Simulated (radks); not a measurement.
The numbers below are computed, except where a source is named.
Problem. Code: a radial shooting solver on a logarithmic mesh with Libxc functionals. Model: scalar-relativistic Kohn-Sham, LDA (Slater exchange, VWN5 correlation), spin-polarised, spherical densities, finite nucleus; open shells are filled with parallel spins first; Fermi nuclear charge, rms radius of each element as measured or else 0.836 A^(1/3) + 0.57 fm. Response by self-consistent Sternheimer equations with the Hartree and adiabatic LDA kernel, the relativistic mass of each level held fixed and spin-orbit coupling left out. Rank Li, Ne7+, N4+, C3+, Be+, F6+, O5+, B2+ (NIST ground configurations) by static dipole polarisability, largest first.

Solution. Li 143.6, Be+ 21.19, B2+ 6.801, C3+ 2.998, N4+ 1.577, O5+ 0.9281, F6+ 0.5909, Ne7+ 0.3985 bohr^3.
